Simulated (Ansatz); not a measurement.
Geometry optimisation, RKS B3LYP-D4/def2-SVP in Ansatz.

Input:

```yaml
crystal:
  periodic: [false, false, false]
  atoms:
    - { symbol: B, position_ang: [-0.10953, 1.53644, -0.5981] }
    - { symbol: Si, position_ang: [0.68786, 0.04797, 0.38475] }
    - { symbol: B, position_ang: [-0.49015, -1.51615, 0.05913] }
    - { symbol: Cl, position_ang: [-1.90595, -1.73263, 0.96823] }
    - { symbol: H, position_ang: [-0.92164, 2.22254, -0.11091] }
    - { symbol: H, position_ang: [0.14124, 1.7307, -1.72411] }
    - { symbol: H, position_ang: [0.83005, 0.29151, 1.83535] }
    - { symbol: H, position_ang: [2.07248, -0.27659, -0.01814] }
    - { symbol: H, position_ang: [-0.30436, -2.30379, -0.79621] }
basis:
  gaussian: { orbitals: def2-SVP }
hamiltonian:
  xc: b3lyp
  dispersion: d4
relax:
  f_tol: 0.02
  max_steps: 50
```

Run as:

```bash
$ ansatz run input.yaml --threads 2 --pin off --max-ram 3072MiB --backend cpu --events-out ev --progress --plain --runs-dir out
```

**Question.** Where does it end, and by what steps?

**Answer.** The forces met the threshold. After 7 steps the energy has fallen by 0.162 eV; Cl4 moved furthest, 0.13 Å.

```
step  energy less start (eV)  largest force component (eV/Å)  accepted
   0                  0.0000                           1.311       yes
   1                 -0.1323                           0.636       yes
   2                 -0.1327                           0.462       yes
   3                 -0.1473                           0.331       yes
   4                 -0.1619                           0.028       yes
   5                 -0.1621                           0.025       yes
   6                 -0.1590                           0.120        no
   7                 -0.1623                           0.010       yes
```

```xyz
9
Properties=species:S:1:pos:R:3
B -0.122 1.534 -0.594
Si 0.767 0.038 0.416
B -0.482 -1.522 0.054
Cl -1.996 -1.649 0.931
H -0.978 2.201 -0.068
H 0.121 1.735 -1.758
H 0.824 0.296 1.888
H 2.142 -0.270 -0.085
H -0.277 -2.363 -0.784
```

Whether the end is a true minimum wasn't checked by a vibrational analysis.

Run time: 18 s on 2 threads of Intel(R) Xeon(R) Platinum 8488C (Sapphire Rapids), with other jobs on the host, peak memory 0.19 GiB.
